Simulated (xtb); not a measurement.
C₄H₂Cl₂Si, SMILES C#C[Si](Cl)(Cl)C#C. All values are semi-empirical tight-binding results from xtb (GFN2-xTB unless named), good for trends rather than for accurate numbers. Geometry optimised at GFN2-xTB.

Optimised geometry:

```xyz
9

C     -2.4911    -0.0386     1.7680
C     -1.5033    -0.0269     1.0837
Si     0.0000     0.0000     0.0056
Cl     0.0348    -1.6638    -1.1482
Cl    -0.0348     1.6638    -1.1482
C      1.5033     0.0269     1.0837
C      2.4911     0.0386     1.7680
H     -3.3537    -0.0492     2.3703
H      3.3537     0.0492     2.3703
```

### Question
Estimate the properties. (The exact figures need the calculation; the answer reports its results.)

### Answer

```
Quantity                                           Value
-----------------------------------------  -------------
point group as xtb finds it                          C2v
orbital gap                                      5.06 eV
dipole moment                                     1.78 D
zero-point energy                          25.5 kcal/mol
G − E(el) at 298.15 K (modified RRHO)       3.6 kcal/mol
static polarisability (D4 model)              93.6 bohr³
solvation energy, GFN2-xTB/ALPB(water)     -3.1 kcal/mol
solvation energy, GFN2-xTB/ALPB(methanol)  -8.2 kcal/mol
```

### Question
Give the atomic charges and the Wiberg bond orders between heavy atoms. (Estimate from the structure and the level; the computed values follow.)

### Answer
charges (e) C1 -0.06, C2 -0.09, Si3 0.57, Cl4 -0.22, Cl5 -0.22, C6 -0.09, C7 -0.06, H8 0.09, H9 0.09. Bond orders C1–C2 2.92, C2–Si3 0.91, Si3–Cl4 1.06, Si3–Cl5 1.06, Si3–C6 0.91, C6–C7 2.92.
